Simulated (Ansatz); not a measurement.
Ansatz (an electronic-structure program) job for Si(Cl)2(F)(SH) (Cl2FHSSi), SMILES [Si](F)(Cl)(S)Cl, B3LYP-D3(BJ)/def2-SVP. 

Ansatz 0.2 input:
```yaml
crystal:
  periodic: [false, false, false]
  atoms:
    - {symbol: F, position_ang: [-0.36920716, 0.44081276, 1.70703149]}
    - {symbol: Si, position_ang: [-0.08376900, 0.05285834, 0.16870662]}
    - {symbol: S, position_ang: [1.80645903, -0.95219024, 0.14423486]}
    - {symbol: Cl, position_ang: [-1.52372960, -1.18405335, -0.41852517]}
    - {symbol: Cl, position_ang: [-0.05818367, 1.80179912, -0.80289625]}
    - {symbol: H, position_ang: [2.48481153, 0.02603417, 0.73123005]}
basis:
  gaussian:
    orbitals: def2-SVP
hamiltonian:
  xc: b3lyp
  dispersion: d3bj
relax: {f_tol: 0.002, max_steps: 200}
```

It prints:

```
WARN ansatz: RAYON_NUM_THREADS=1 ignored (pool sized by the plan → 1); use --threads N
Functional definition: B3LYP
integrals: 0.04 GiB planned
882 factors; integrals over basis functions are off by at most 3.3e-4 eV
mean field: 0.41 GiB planned
mean field evaluation 1: about -46480.2045 eV, gradient 3.4e1 eV
mean field evaluation 2: about -46477.3981 eV, gradient 5.5e1 eV
mean field evaluation 4: about -46482.2091 eV, gradient 1.1e0 eV
mean field evaluation 8: about -46482.2196 eV, gradient 1.8e-2 eV
mean field -46482.21956935 eV, -1708.1900623936 hartree, gradient 2.5e-5 eV, S^2 0.000000; 0 other end points of the search recorded, 0 dependent functions left out
the calculation of the forces begins
reference -46482.21978930 eV, -1708.1900704765 hartree; 37, 37 occupied and 54, 54 virtual orbitals, 882 factors
relax step   1: F+E_penalty+E_count = -46482.63188991 eV  Δ(F+E_penalty+E_count) = +0.000e0 eV  max|allowed force component| = 1.370e0 eV/Å  Δτ_max = 0.0000 Å  (25 SCF iters, accepted)
these checks for a lower state are left out or cut short: starts, cluster_reference, orbital_swaps, neighbouring_geometries, increment
integrals: 0.04 GiB planned
882 factors; integrals over basis functions are off by at most 2.9e-4 eV
mean field: 0.41 GiB planned
mean field evaluation 16: about -46482.1044 eV, gradient 8.7e0 eV
mean field -46482.29303652 eV, -1708.1927622624 hartree, gradient 2.0e-5 eV, S^2 0.000000; 0 other end points of the search recorded, 0 dependent functions left out
the calculation of the forces begins
reference -46482.29325447 eV, -1708.1927702719 hartree; 37, 37 occupied and 54, 54 virtual orbitals, 882 factors
relax step   2: F+E_penalty+E_count = -46482.70402204 eV  Δ(F+E_penalty+E_count) = -7.213e-2 eV  max|allowed force component| = 5.034e-1 eV/Å  Δτ_max = 0.1246 Å  (28 SCF iters, accepted)
these checks for a lower state are left out or cut short: starts, cluster_reference, orbital_swaps, neighbouring_geometries, increment
integrals: 0.04 GiB planned
882 factors; integrals over basis functions are off by at most 3.0e-4 eV
mean field: 0.41 GiB planned
mean field -46482.33184545 eV, -1708.1941884640 hartree, gradient 1.2e-5 eV, S^2 0.000000; 0 other end points of the search recorded, 0 dependent functions left out
the calculation of the forces begins
reference -46482.33206564 eV, -1708.1941965560 hartree; 37, 37 occupied and 54, 54 virtual orbitals, 882 factors
relax step   3: F+E_penalty+E_count = -46482.74102479 eV  Δ(F+E_penalty+E_count) = -3.700e-2 eV  max|allowed force component| = 1.685e-1 eV/Å  Δτ_max = 0.1045 Å  (29 SCF iters, accepted)
these checks for a lower state are left out or cut short: starts, cluster_reference, orbital_swaps, neighbouring_geometries, increment
integrals: 0.04 GiB planned
882 factors; integrals over basis functions are off by at most 3.0e-4 eV
mean field: 0.41 GiB planned
mean field evaluation 32: about -46482.3326 eV, gradient 5.0e-4 eV
mean field -46482.33262489 eV, -1708.1942171082 hartree, gradient 1.9e-5 eV, S^2 0.000000; 0 other end points of the search recorded, 0 dependent functions left out
the calculation of the forces begins
reference -46482.33284482 eV, -1708.1942251905 hartree; 37, 37 occupied and 54, 54 virtual orbitals, 882 factors
relax step   4: F+E_penalty+E_count = -46482.74269147 eV  Δ(F+E_penalty+E_count) = -1.667e-3 eV  max|allowed force component| = 7.515e-2 eV/Å  Δτ_max = 0.0138 Å  (23 SCF iters, accepted)
these checks for a lower state are left out or cut short: starts, cluster_reference, orbital_swaps, neighbouring_geometries, increment
integrals: 0.04 GiB planned
882 factors; integrals over basis functions are off by at most 3.0e-4 eV
mean field: 0.41 GiB planned
mean field -46482.33266301 eV, -1708.1942185088 hartree, gradient 7.7e-6 eV, S^2 0.000000; 0 other end points of the search recorded, 0 dependent functions left out
the calculation of the forces begins
reference -46482.33288282 eV, -1708.1942265868 hartree; 37, 37 occupied and 54, 54 virtual orbitals, 882 factors
relax step   5: F+E_penalty+E_count = -46482.74312061 eV  Δ(F+E_penalty+E_count) = -4.291e-4 eV  max|allowed force component| = 2.882e-2 eV/Å  Δτ_max = 0.0096 Å  (25 SCF iters, accepted)
these checks for a lower state are left out or cut short: starts, cluster_reference, orbital_swaps, neighbouring_geometries, increment
integrals: 0.04 GiB planned
882 factors; integrals over basis functions are off by at most 3.0e-4 eV
mean field: 0.41 GiB planned
mean field -46482.33275343 eV, -1708.1942218317 hartree, gradient 3.1e-5 eV, S^2 0.000000; 0 other end points of the search recorded, 0 dependent functions left out
the calculation of the forces begins
reference -46482.33297317 eV, -1708.1942299071 hartree; 37, 37 occupied and 54, 54 virtual orbitals, 882 factors
relax step   6: F+E_penalty+E_count = -46482.74335607 eV  Δ(F+E_penalty+E_count) = -2.355e-4 eV  max|allowed force component| = 2.429e-2 eV/Å  Δτ_max = 0.0130 Å  (23 SCF iters, accepted)
these checks for a lower state are left out or cut short: starts, cluster_reference, orbital_swaps, neighbouring_geometries, increment
integrals: 0.04 GiB planned
882 factors; integrals over basis functions are off by at most 2.9e-4 eV
mean field: 0.41 GiB planned
mean field -46482.33294678 eV, -1708.1942289371 hartree, gradient 3.0e-5 eV, S^2 0.000000; 0 other end points of the search recorded, 0 dependent functions left out
the calculation of the forces begins
reference -46482.33316640 eV, -1708.1942370083 hartree; 37, 37 occupied and 54, 54 virtual orbitals, 882 factors
relax step   7: F+E_penalty+E_count = -46482.74371561 eV  Δ(F+E_penalty+E_count) = -3.595e-4 eV  max|allowed force component| = 6.243e-2 eV/Å  Δτ_max = 0.0332 Å  (23 SCF iters, accepted)
these checks for a lower state are left out or cut short: starts, cluster_reference, orbital_swaps, neighbouring_geometries, increment
integrals: 0.04 GiB planned
882 factors; integrals over basis functions are off by at most 2.9e-4 eV
mean field: 0.41 GiB planned
mean field -46482.33323081 eV, -1708.1942393752 hartree, gradient 3.3e-5 eV, S^2 0.000000; 0 other end points of the search recorded, 0 dependent functions left out
the calculation of the forces begins
reference -46482.33345040 eV, -1708.1942474449 hartree; 37, 37 occupied and 54, 54 virtual orbitals, 882 factors
relax step   8: F+E_penalty+E_count = -46482.74388955 eV  Δ(F+E_penalty+E_count) = -1.739e-4 eV  max|allowed force component| = 8.336e-3 eV/Å  Δτ_max = 0.0183 Å  (23 SCF iters, accepted)
these checks for a lower state are left out or cut short: starts, cluster_reference, orbital_swaps, neighbouring_geometries, increment
integrals: 0.04 GiB planned
882 factors; integrals over basis functions are off by at most 2.9e-4 eV
mean field: 0.41 GiB planned
mean field -46482.33313909 eV, -1708.1942360044 hartree, gradient 2.9e-5 eV, S^2 0.000000; 0 other end points of the search recorded, 0 dependent functions left out
the calculation of the forces begins
reference -46482.33335867 eV, -1708.1942440739 hartree; 37, 37 occupied and 54, 54 virtual orbitals, 882 factors
relax step   9: F+E_penalty+E_count = -46482.74391195 eV  Δ(F+E_penalty+E_count) = -2.240e-5 eV  max|allowed force component| = 5.873e-3 eV/Å  Δτ_max = 0.0108 Å  (23 SCF iters, accepted)
these checks for a lower state are left out or cut short: starts, cluster_reference, orbital_swaps, neighbouring_geometries, increment
integrals: 0.04 GiB planned
882 factors; integrals over basis functions are off by at most 2.9e-4 eV
mean field: 0.41 GiB planned
mean field evaluation 64: about -46482.3331 eV, gradient 2.1e-5 eV
mean field -46482.33314954 eV, -1708.1942363885 hartree, gradient 2.8e-5 eV, S^2 0.000000; 0 other end points of the search recorded, 0 dependent functions left out
the calculation of the forces begins
reference -46482.33336911 eV, -1708.1942444576 hartree; 37, 37 occupied and 54, 54 virtual orbitals, 882 factors
relax step  10: F+E_penalty+E_count = -46482.74391790 eV  Δ(F+E_penalty+E_count) = -5.944e-6 eV  max|allowed force component| = 9.431e-4 eV/Å  Δτ_max = 0.0011 Å  (18 SCF iters, accepted)
integrals: 0.04 GiB planned
882 factors; integrals over basis functions are off by at most 2.9e-4 eV
mean field: 0.41 GiB planned
mean field -46482.33314954 eV, -1708.1942363885 hartree, gradient 2.8e-5 eV, S^2 0.000000; 1 other end points of the search recorded, 0 dependent functions left out
the calculation of the forces begins
reference -46482.33336911 eV, -1708.1942444576 hartree; 37, 37 occupied and 54, 54 virtual orbitals, 882 factors
Total energy: -46482.74413747 eV, -1708.2093399164 hartree
Atom 0 at    -0.460864     0.451896     1.766798 Å, force     0.000943    -0.000246    -0.000210 eV/Å
Atom 1 at    -0.058834     0.049147     0.256817 Å, force    -0.000682     0.000775     0.000319 eV/Å
Atom 2 at     1.780170    -1.000434     0.195059 Å, force    -0.000098    -0.000140     0.000338 eV/Å
Atom 3 at    -1.501182    -1.199980    -0.476382 Å, force    -0.000094    -0.000591    -0.000389 eV/Å
Atom 4 at    -0.004631     1.806674    -0.798545 Å, force     0.000106     0.000172    -0.000084 eV/Å
Atom 5 at     2.501722     0.077957     0.586034 Å, force    -0.000175     0.000031     0.000026 eV/Å
Dipole moment:     0.264067     0.051049    -0.037672 e Å
```

Self-consistency was reached.
